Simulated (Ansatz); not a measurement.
Harmonic frequencies (cm⁻¹) at PBE0-D4/def2-TZVP from Ansatz: 48, 51, 73, 85, 89, 91, 94, 96, 97, 133, 137, 283, 359, 445, 508, 598, 599, 910, 911, 914, 917, 1298, 1300, 1452, 1453, 1464, 1466, 3077, 3077, 3182, 3182, 3187, 3188.

Each molecule was computed in one conformer, which needn't be the lowest.

(1) Which molecule is it?
A. `[OH][Ti]([OH])([SH])[SH]`
B. `C[Se][Ti]([Cl])([Cl])[Se]C`
C. `[CH3][Ti]([OH])([F])[F]`
D. `O=C=[N][Ti]([N]=C=O)([N]=C=O)[N]=C=O`

Results:

(1) B.
